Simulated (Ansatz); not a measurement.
`C[Si](C)(N)O` + `O[SiH](O)[SiH3]` → `CO[SiH](O)[SiH3]` + `C[SiH](N)O`  (substitution at a C–Si bond)

Gas-phase electronic energies from Ansatz, PBE0-D4/def2-TZVP geometries. CCSD(T)/CBS adds triple-zeta CCSD(T) − MP2 to the extrapolated MP2 energy (def2 sets, frozen cores). This one scheme is used for every species. Functionals use def2-TZVPP. B3LYP here is the variant with VWN-RPA as its local correlation; programs differ in this. One conformer a species, not always the lowest.

`C[Si](C)(N)O`:

Z-matrix (Å, degrees):
```
C
Si 1 1.861
H 1 1.093 2 111.1
H 1 1.093 2 110.7 3 120.1
H 1 1.093 2 111.0 3 -120.5
C 2 1.866 1 111.6 3 56.7
N 2 1.720 1 114.7 3 -63.9
O 2 1.654 1 103.5 3 177.4
H 6 1.093 2 110.3 1 58.8
H 6 1.094 2 111.5 1 -60.9
H 6 1.093 2 111.4 1 178.4
H 7 1.006 2 120.6 1 102.5
H 7 1.007 2 121.9 1 -47.6
H 8 0.959 2 115.2 1 166.2
```

`O[SiH](O)[SiH3]`:

```xyz
10

O     1.660    0.542    0.957
Si    0.571    0.497   -0.279
O    -0.407    1.821   -0.318
Si   -0.903   -1.316   -0.093
H     1.317    0.504    1.851
H     1.436    0.445   -1.486
H    -0.002    2.670   -0.507
H    -1.620   -1.255    1.212
H    -0.145   -2.596   -0.146
H    -1.907   -1.311   -1.190
```

`CO[SiH](O)[SiH3]`:

Cartesian coordinates in Å:
```
C 0.478 -1.264 1.895
O -0.220 -0.703 0.804
Si 0.481 0.248 -0.334
O 1.022 1.684 0.267
Si -1.179 0.537 -1.962
H -0.153 -2.029 2.349
H 1.416 -1.730 1.573
H 0.707 -0.504 2.648
H 1.726 -0.401 -0.827
H 0.365 2.322 0.550
H -2.305 1.334 -1.399
H -1.707 -0.771 -2.430
H -0.632 1.277 -3.132
```

`C[SiH](N)O`:

```xyz
11

C     0.304   -0.863   -1.137
Si    0.336    0.485    0.147
N    -0.492   -0.122    1.522
O    -0.372    1.886   -0.360
H     0.750   -0.508   -2.069
H     0.873   -1.737   -0.808
H    -0.718   -1.185   -1.353
H     1.733    0.917    0.414
H    -0.485    0.369    2.401
H    -0.598   -1.113    1.657
H    -1.330    1.870   -0.413
```

```json
{"level": "PBE-D4", "ΔE (kcal/mol)": "24.1", "difference from CCSD(T)/CBS": "-0.8"}
{"level": "r2SCAN-D4", "ΔE (kcal/mol)": "24.9", "difference from CCSD(T)/CBS": "0.0"}
{"level": "PBE0-D4", "ΔE (kcal/mol)": "24.6", "difference from CCSD(T)/CBS": "-0.3"}
{"level": "B3LYP-D4", "ΔE (kcal/mol)": "23.0", "difference from CCSD(T)/CBS": "-1.9"}
{"level": "ωB97X-V", "ΔE (kcal/mol)": "23.3", "difference from CCSD(T)/CBS": "-1.6"}
{"level": "ωB97M-V", "ΔE (kcal/mol)": "24.7", "difference from CCSD(T)/CBS": "-0.2"}
{"level": "B2PLYP", "ΔE (kcal/mol)": "23.4", "difference from CCSD(T)/CBS": "-1.5"}
{"level": "PBE", "ΔE (kcal/mol)": "23.7", "difference from CCSD(T)/CBS": "-1.2"}
{"level": "r2SCAN", "ΔE (kcal/mol)": "24.8", "difference from CCSD(T)/CBS": "-0.1"}
{"level": "PBE0", "ΔE (kcal/mol)": "24.2", "difference from CCSD(T)/CBS": "-0.7"}
{"level": "B3LYP", "ΔE (kcal/mol)": "22.3", "difference from CCSD(T)/CBS": "-2.6"}
{"level": "HF/def2-TZVPP", "ΔE (kcal/mol)": "20.6", "difference from CCSD(T)/CBS": "-4.3"}
{"level": "MP2/def2-TZVPP", "ΔE (kcal/mol)": "25.7", "difference from CCSD(T)/CBS": "0.8"}
{"level": "SCS-MP2/def2-TZVPP", "ΔE (kcal/mol)": "23.6", "difference from CCSD(T)/CBS": "-1.3"}
{"level": "CCSD/def2-TZVPP", "ΔE (kcal/mol)": "23.9", "difference from CCSD(T)/CBS": "-1.0"}
{"level": "CCSD(T)/def2-TZVPP", "ΔE (kcal/mol)": "24.1", "difference from CCSD(T)/CBS": "-0.8"}
{"level": "HF/def2-QZVPP", "ΔE (kcal/mol)": "20.5", "difference from CCSD(T)/CBS": "-4.4"}
{"level": "MP2/def2-QZVPP", "ΔE (kcal/mol)": "26.0", "difference from CCSD(T)/CBS": "1.1"}
{"level": "SCS-MP2/def2-QZVPP", "ΔE (kcal/mol)": "24.0", "difference from CCSD(T)/CBS": "-0.9"}
{"level": "HF/CBS(def2)", "ΔE (kcal/mol)": "20.5", "difference from CCSD(T)/CBS": "-4.4"}
{"level": "MP2/CBS(def2)", "ΔE (kcal/mol)": "26.4", "difference from CCSD(T)/CBS": "1.5"}
{"level": "CCSD/CBS(def2)", "ΔE (kcal/mol)": "24.6", "difference from CCSD(T)/CBS": "-0.3"}
{"level": "CCSD(T)/CBS", "ΔE (kcal/mol)": "24.9", "difference from CCSD(T)/CBS": "0"}
```

Largest T1 diagnostic among the species: 0.013.

In def2-TZVPP, CCSD(T) changes the Hartree–Fock value by +3.5 kcal/mol (the triples alone add +0.2 kcal/mol) and MP2 by +5.0 kcal/mol.

CCSD(T)/CBS has its own doubt, a few kJ/mol and more with outer-core shells, so smaller differences from it don't rank the levels.
